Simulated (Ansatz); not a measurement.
Mulliken charges of CH₂ClNOSi, SMILES `O[Si]1(Cl)C=N1` from r2SCAN/def2-TZVPP in Ansatz (PBE0-D4/def2-TZVP geometry).

```
atom   x (Å)   y (Å)   z (Å)  charge (e)
  O1  -0.795  -0.257   1.554      -0.382
 Si2   0.272  -0.288   0.333       0.668
 Cl3   1.931  -1.167   1.061      -0.203
  C4   0.232   0.662  -1.136      -0.059
  N5  -0.211  -0.546  -1.324      -0.311
  H6  -1.674   0.072   1.352       0.213
  H7   0.307   1.455  -1.884       0.074
```

By hand: the dipole of these point charges (1 e Å = 4.8032 D).

Σ q r = (-0.189, 0.396, 0.041) e Å, of length 0.441 e Å = 2.12 D.

How does the dipole of the full density compare? (Estimate.)

Computed: (-0.220, 0.400, 0.094) e Å, 2.24 D; the point charges give 0.95 times that, at 7° from its direction.

Point charges leave out the atoms' own dipoles, such as those of lone pairs, and Mulliken's split depends on the basis, so the close match here is no proof of good charges.
